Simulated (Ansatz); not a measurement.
One change: `C[SiH2]Cl` becomes `C#C[SiH](C)Cl`.

Ansatz, PBE0-D4/def2-TZVP geometries, multiplicity 1. 

| property | `C[SiH2]Cl` |
| --- | --- |
| size of the dipole moment (PBE/def2-TZVPP) / D | 1.80 |
| LUMO energy (ωB97M-V/def2-TZVPP) / eV | 2.18 |
| HOMO energy (PBE/def2-TZVPP) / eV | -7.39 |
| LUMO energy (PBE0/def2-TZVPP) / eV | 0.46 |
| HOMO–LUMO gap (PBE/def2-TZVPP) / eV | 6.95 |
| HOMO–LUMO gap (ωB97M-V/def2-TZVPP) / eV | 13.17 |

Q: What does the change do to each property? (An estimate is asked.)

A: Computed: 
```
                                      property  `C#C[SiH](C)Cl`  shift
size of the dipole moment (PBE/def2-TZVPP) / D             1.83   0.03
         LUMO energy (ωB97M-V/def2-TZVPP) / eV             1.54  -0.64
             HOMO energy (PBE/def2-TZVPP) / eV            -7.13   0.26
            LUMO energy (PBE0/def2-TZVPP) / eV            -0.48  -0.94
           HOMO–LUMO gap (PBE/def2-TZVPP) / eV             5.71  -1.24
       HOMO–LUMO gap (ωB97M-V/def2-TZVPP) / eV            12.14  -1.03
```

With PBE0 the HOMO rises by 0.38 eV and the LUMO falls by 0.94 eV, so the gap narrows by about 1.32 eV. PBE moves the HOMO by 0.26 eV and ωB97M-V by 0.39 eV. The zero-point energy changes by 29.9 kJ/mol with +6 modes. Dipoles are sizes alone; their direction can turn.
